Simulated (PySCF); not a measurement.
An EPR job on `CC[C]1C=CN=CC1` [radical].

Computed with UKS B3LYP, IGLO-III on C N, pcH-1 on H, non-relativistic, mean-field spin-orbit, GIAO (PySCF 2.14.0). Geometry: PBE0-D3(BJ)/def2-SVP. The input is one job of a driver script: a line of settings, then coordinates in Å.

Input:
```
{"job": {"kind": "epr"}, "charge": 0, "multiplicity": 2}
C      2.216312    -0.000412    -0.963841
C      1.482507     0.546555     0.260715
C      0.010865     0.274135     0.257669
C     -0.930289     1.260786     0.134699
C     -2.313783     0.959014     0.134585
N     -2.790176    -0.302926     0.258766
C     -1.945461    -1.279591     0.379419
C     -0.453353    -1.144271     0.392102
H      2.104327    -1.091778    -1.055407
H      1.829465     0.453592    -1.888857
H      3.293718     0.214648    -0.903767
H      1.646794     1.633521     0.332716
H      1.926229     0.102449     1.171768
H     -0.614190     2.303979     0.038720
H     -3.057351     1.754980     0.034910
H     -2.361049    -2.291948     0.480375
H     -0.019910    -1.781604    -0.408658
H     -0.042154    -1.598498     1.320766
```

Output:
```
UKS, coarse grid
  cycle   1  E = -327.52407564  |g| = 3.42e-01
  cycle   2  E = -327.48738807  |g| = 4.49e-01
  cycle   3  E = -327.58404806  |g| = 9.62e-02
  cycle   4  E = -327.58734736  |g| = 4.77e-02
  cycle   5  E = -327.58852140  |g| = 1.29e-02
  cycle   6  E = -327.58864165  |g| = 8.78e-03
  cycle   7  E = -327.58870879  |g| = 3.39e-03
  cycle   8  E = -327.58873389  |g| = 1.29e-03
  cycle   9  E = -327.58873468  |g| = 4.84e-04
UKS, final grid
  cycle   1  E = -327.58876496  |g| = 6.16e-04
  cycle   2  E = -327.58876479  |g| = 9.03e-04
  cycle   3  E = -327.58876517  |g| = 8.47e-05
  cycle   4  E = -327.58876518  |g| = 5.52e-05
  cycle   5  E = -327.58876518  |g| = 2.19e-05
E = -327.58876518 Eh   <S^2> = 0.7836 (exact 0.7500)
g shifts (ppm)      1          2          3
  rmc          -136       -136       -136
  gc             11         32         36
  oz_so           0        281        378
  total        -125        178        278
hyperfine (MHz)  atom isotope    a_iso     a_fc   dipolar eigenvalues
    0   13C      20.84      20.84     -1.99     -1.53      3.52
    1   13C     -13.31     -13.31     -0.79     -0.13      0.92
    2   13C      36.55      36.55    -33.08    -31.23     64.31
    3   13C     -34.77     -34.77    -22.79      9.78     13.01
    4   13C      51.12      51.12    -45.27    -42.14     87.41
    5   14N      -8.76      -8.76    -11.12      5.12      6.00
    6   13C      38.68      38.68    -34.03    -31.06     65.09
    7   13C     -31.53     -31.53     -0.88      0.17      0.72
    8    1H      -1.45      -1.45     -2.27     -0.36      2.63
    9    1H      -1.48      -1.48     -2.12     -0.90      3.02
   10    1H       1.36       1.36     -1.40     -0.96      2.36
   11    1H       2.76       2.76     -2.40     -1.82      4.21
   12    1H      29.41      29.41     -2.44     -1.84      4.28
   13    1H       9.44       9.44     -3.91     -0.96      4.87
   14    1H     -39.75     -39.75    -21.82      0.02     21.80
   15    1H     -29.25     -29.25    -15.57     -1.40     16.97
   16    1H     149.35     149.35     -3.57     -0.13      3.71
   17    1H     145.57     145.57     -3.63      0.07      3.56
```

rmc, gc and oz_so are the mass-correction, gauge-correction and orbital-Zeeman/spin–orbit parts of the g shift along its three principal axes; a_iso is the isotropic hyperfine coupling and a_fc its Fermi-contact part. The program numbers atoms from 0.

**Question.** Get g_iso from the total shifts.

**Answer.** Their mean is 110 ppm; added to g_e = 2.002319 it gives 2.00243.

**Question.** How far is ⟨S²⟩ from the pure-spin value?

**Answer.** S = 0.5 gives S(S+1) = 0.75; the run has 0.7836, 0.0336 more.

Summary of the converged run: ⟨S²⟩ 0.784; g_iso 2.0024.

Geometry: PBE0-D3(BJ)/def2-SVP, one conformer, isolated molecule.

Time: 2.4 min wall. Hardware: one thread of an Arm Neoverse V1, on a shared host.
Labels such as C1 count atoms from 1, the log's own numbers from 0.
